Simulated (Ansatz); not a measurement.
Reaction (cleavage of the Si–B bond): `[SiH3]B(Cl)Cl` + `N=CF` → `F/C=N/[SiH3]` + `ClBCl`

Gas-phase electronic energies from Ansatz, PBE0-D4/def2-TZVP geometries. CCSD(T)/CBS is the MP2 limit (def2-TZVPP, def2-QZVPP) plus CCSD(T) − MP2 in def2-TZVPP, frozen cores. This one scheme is used for every species. DFT in def2-TZVPP. Each species was taken in one conformer, which may not be the lowest.

```json
{"level": "ωB97M-V", "ΔE (kJ/mol)": "-66.5"}
{"level": "MP2/def2-SVP", "ΔE (kJ/mol)": "-65.0"}
```

Task: What does CCSD(T)/CBS give? (Best estimate.)

Result: Computed: -62.6 kJ/mol. The listed levels differ from it by -3.9, -2.4 kJ/mol.

Largest T1 diagnostic among the species: 0.014.

From BLYP to BHLYP (50 % exact exchange), in def2-TZVPP and without D4, ΔE moves by −9.6 kJ/mol. In def2-TZVPP, CCSD(T) changes the Hartree–Fock value by +19.1 kJ/mol (the triples alone add +2.1 kJ/mol) and MP2 by +10.1 kJ/mol.
